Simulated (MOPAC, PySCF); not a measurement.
Br4Si, SMILES `Br[Si](Br)(Br)Br`, neutral singlet in the gas phase. 

Cartesian coordinates (Å):
SMILES: Br[Si](Br)(Br)Br
```xyz
5

Br    -0.0093     2.0958     0.7265
Si     0.0000     0.0000     0.0000
Br    -0.0414    -1.3836     1.7333
Br     1.8361    -0.3616    -1.1910
Br    -1.7854    -0.3507    -1.2688
```
Charge 0, spin multiplicity 1.

All levels are single points at this geometry (B3LYP-D3(BJ)/def2-SVP); Pople sets use spherical d functions. Orbital energies aren't observables, and empty levels follow the basis.

B3LYP/6-311+G** (LANL2DZ on Br) in PySCF gives gap (eV) = 6.19.

Estimate the gap (eV) from each of these levels: B3LYP-D3(BJ)/def2-TZVP in PySCF; SVWN5/6-31G* in PySCF; HF/6-31G* in PySCF; PM3 in MOPAC; PM6 in MOPAC.


| level | gap (eV) |
|---|---|
| B3LYP-D3(BJ)/def2-TZVP in PySCF | 6.25 |
| SVWN5/6-31G* in PySCF | 4.40 |
| HF/6-31G* in PySCF | 13.20 |
| PM3 in MOPAC | 8.76 |
| PM6 in MOPAC | 8.55 |
